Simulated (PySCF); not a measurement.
SiAs and its ions

PBE; basis Si def2-TZVPPD, As def2-TZVPPD; no relativity; PySCF 2.14. Neutral (UKS): doublet (π ↑), Re = 2.200 Å, ωe = 478 cm⁻¹, De = 3.66 eV, HOMO -5.67 eV, LUMO -5.45 eV.

SiAs⁺ (UKS): triplet (π ↑↑), Re = 2.357 Å, ωe = 385 cm⁻¹, De = 3.33 eV to Si⁺ + As. The energies at the minima are -2524.82783 hartree for SiAs and -2524.51476 for SiAs⁺.

Question: Work out the adiabatic ionisation energy, without and with harmonic zero-point energies (1 hartree = 27.2114 eV, 1 eV = 8065.5 cm⁻¹), and the change of the bond length.

Answer: At PBE: 0.31307 hartree = 8.519 eV between the minima; the zero-point term (385.0 − 478.0)/2 cm⁻¹ = -0.006 eV makes it 8.513 eV. Re changes by +15.7 pm against the neutral. The electron leaves a π orbital, and the longer bond of the ion fits a bonding orbital, or a change in how ionic the bond is.

SiAs⁻ (UKS): singlet (closed shell), Re = 2.122 Å, ωe = 531 cm⁻¹, De = 5.17 eV to Si⁻ + As. The energies at the minima are -2524.82783 hartree for SiAs and -2524.92848 for SiAs⁻.

Question: Work out the adiabatic electron affinity, without and with harmonic zero-point energies (1 hartree = 27.2114 eV, 1 eV = 8065.5 cm⁻¹), and the change of the bond length.

Answer: At PBE: 0.10065 hartree = 2.739 eV between the minima; the zero-point term (478.0 − 531.0)/2 cm⁻¹ = -0.003 eV makes it 2.736 eV. Re changes by -7.8 pm against the neutral. The electron enters a π orbital; the charge polarises the partner, so the anion is bound more strongly.

For an ion De counts to the pair picked by the measured ionisation energies or electron affinities, which need not be the lowest pair at this level. States were picked by a PBE0 search and need not be the measured ground states.
